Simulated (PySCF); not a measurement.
ReF₃, SMILES [Re]([F])([F])[F] (connectivity only; charge and spin as stated), neutral, multiplicity 3. Atoms are numbered in the order given.

```xyz
4

Re     0.0000     0.0000     0.0000
F     -1.8308     0.0000     0.0000
F      0.9154     1.5855     0.0000
F      0.9154    -1.5855     0.0000
```
Charge 0, spin multiplicity 3.

Coordinates come from a PBE-D3(BJ)/def2-TZVP optimisation. The multiplicity is an assumed one; other spin states were not compared. The def2 effective core potentials stand for the cores of Re; spin–orbit coupling is left out.

Computed with B3LYP/def2-TZVPD (PySCF).

Mulliken values depend strongly on the basis, most of all with diffuse functions as here. ESP charges are fitted to the potential on shells at 1.4 to 2.0 van der Waals radii. Atomic charges (e):

```
atom  Mulliken  ESP fit  Mulliken spin
----  --------  -------  -------------
Re1       1.26        ?           1.93
F2       -0.42        ?           0.02
F3       -0.42        ?           0.02
F4       -0.42        ?           0.02
```

Task: Some entries are withheld; supply them. (Estimate from the structure and the level; the computed values follow.)

Result: 
- Re1, ESP fit: 0.30
- F2, ESP fit: -0.10
- F3, ESP fit: -0.10
- F4, ESP fit: -0.10
